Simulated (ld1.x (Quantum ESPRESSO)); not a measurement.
## Ranking PAW potentials for fluorine

All share these settings but for the change named:

fluorine, PAW, made with ld1.x (Quantum ESPRESSO) 7.5 (PBEsol, non-relativistic). Core [He], reference 2s2 2p4.75 (charge +0.25). Waves: 2s (bound): rcut 0.65, rcutus 0.85 bohr; 2s channel at 2.6 Ry: rcut 0.65, rcutus 0.85 bohr; 2p (bound): rcut 1.35, rcutus 1.75 bohr; 2p channel at 3.25 Ry: rcut 1.35, rcutus 1.75 bohr; 3d channel at -0.1 Ry: rcut 1.05, rcutus 1.25 bohr. Local part: all-electron potential smoothed inside 0.85 bohr (lloc = -2). Core correction: Bessel-smoothed model core, default radius (core density twice the valence density). Augmentation charge: BESSEL, radius 0.55 bohr.

Cutoff: the first of the cutoffs (Ry, on a coarse ladder) from which the occupation-weighted sum of valence levels, in a spherical-Bessel basis at the reference potential, stays within 10 and 1 mRy of its value at 400 Ry; the density cutoff is not measured.

The base gives 25 Ry.

Of 9 variants that were run, those that failed, showed a ghost or another fault, or gave nearly equal values are left out.

A variant can come out equal or close to the base.

**Question.** Rank these variants from softest to hardest (loose cutoff).
A. reference 2s2 2p3; added wave 3d channel at 2.5 Ry: rcut 1.05, rcutus 1.25 bohr
B. functional PW91; added wave 3d channel at 0.55 Ry: rcut 1.05, rcutus 1.25 bohr
C. all radii but the core radius scaled by about 0.73 (s 0.62, p 1.28, d 0.92 bohr, rcut 0.48/0.98/0.76); local potential all-electron potential smoothed inside 0.62 bohr (lloc = -2); augmentation BESSEL, radius 0.40 bohr

**Answer.** B (25 Ry), A (30 Ry), C (90 Ry).
